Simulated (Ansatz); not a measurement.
Spectroscopic constants of PN, closed-shell singlet (the spin of the measured ground state).

D_e counts from the fitted minimum to each atom's lowest state at the same level, without counterpoise. The singlet is restricted.

Codes used: Ansatz (Gaussian basis) for Hartree–Fock, density functionals and correlated methods. Each number belongs to the level named beside it.

Task: Give the bond energy D_e at the level B97M-V/def2-TZVPP.

Result: 143.9 kcal/mol

Task: What is the computed bond energy D_e (BHLYP/def2-TZVPP)?

Result: 124.7 kcal/mol

Task: Estimate the bond energy D_e that SVWN5/def2-TZVPP returns for this input.

Result: 178.3 kcal/mol

Ansatz is a quantum-chemistry and plane-wave program.
